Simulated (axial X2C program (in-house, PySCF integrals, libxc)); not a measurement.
MgRh: a run with one poor setting

Calculated with an axial X2C code built on PySCF integrals. Two-component (2c) means X2C with spin–orbit coupling and atomic mean-field two-electron Coulomb and Gaunt terms. Basis: Rh dyall-v3z [12s12p8d3f2g], Mg dyall-v3z [9s8p5d3f] (cores contracted in-house); Gaussian nuclei, density fitting, unrestricted open shells. Masses: Rh 102.906 u, Mg 23.985 u.

One setting of this run was spoiled on purpose, so its numbers are not properties of MgRh. Level: B97-3, 2c; state Ω = 1/2 (⟨Sz⟩ = 0.43, ⟨Lz⟩ = 0.07 at B97-3).

| R (Å) | E − E(lowest point) (eV) | SCF iterations |
| --- | --- | --- |
| 2.047 | 0.7024 | 20 |
| 2.141 | 0.3522 | 19 |
| 2.212 | 0.1850 | 18 |
| 2.282 | 0.0800 | 18 |
| 2.353 | 0.0222 | 14 |
| 2.435 | 0.0000 | 18 |
| 2.518 | 0.0130 | 18 |
| 2.624 | 0.0646 | 18 |
| 2.753 | 0.1586 | 17 |
| 2.941 | 0.3190 | 18 |

Fit: Re 2.442 Å, ωe 265.3 cm⁻¹, residual 1.3 microhartree, De 0.86 eV.

PBE0 search, energies from the determinant that was followed:

```csv
ΔE (eV),state,electrons beyond evenly filled partner blocks,"electrons in ±ω = 1/2, 3/2, 5/2, 7/2"
0.00,Ω = 1/2,ω = 1/2,37 16 4 0
0.11,Ω = 7/2,"2 × ω = 1/2, ω = 5/2",38 16 3 0
0.37,Ω = 1/2,"2 × ω = -1/2, ω = 3/2",38 15 4 0
0.52,Ω = 9/2,"ω = 1/2, ω = 3/2, ω = 5/2",39 15 3 0
0.70,Ω = 7/2,"ω = -1/2, ω = 3/2, ω = 5/2",39 15 3 0
0.74,Ω = 3/2,"2 × ω = -1/2, ω = 5/2",38 16 3 0
0.80,Ω = 3/2,"ω = 1/2, ω = -3/2, ω = 5/2",39 15 3 0
```

Which setting was spoiled?
A. virtual space cut too low
B. integration grid too coarse
C. too few iterations allowed
D. an excited determinant was followed
E. density fitting set too sparse

D. An excited determinant was followed: a lower determinant stands in the search.
